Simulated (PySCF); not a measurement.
# Polarisability and C₆ of Ti⁺ (titanium, charge +1)

[Ar] 3d2 4s1, high-spin 4F determinant. Computed with PySCF 2.14 in aug-cc-pVTZ-DK (8s7p5d3f2g, 93 functions), with scalar relativity by spin-free X2C-1e. Coupled (time-dependent) response in atomic units; α is the mean over directions.

```
method  mean α (bohr³)  C₆ (like pair)  S(−4)
   UHF           62.66           427.4   3588
   PBE           46.31           292.4   1765
  PBE0           49.79           318.9   2110
```

S(−4) is the Cauchy moment in α(ω) = α(0) + S(−4) ω² + …

α(iu) at UHF:

```csv
u (hartree),α(iu) (bohr³)
0,62.66
0.0500,54.91
0.100,40.55
0.200,21.24
0.300,12.94
0.500,6.830
0.750,4.248
1.00,3.070
1.50,1.910
2.00,1.319
3.00,0.7365
5.00,0.3220
```

A single London oscillator, α(iu) = α/(1 + u²/ω²), gives C₆ = (3/4) ω α². Matching the computed C₆ needs ω = 4 × 427.4 / (3 × 62.66²) = 0.145 hartree.

For an ion, C₆ is the dispersion term alone; charge-induced terms of lower order in 1/R come first.
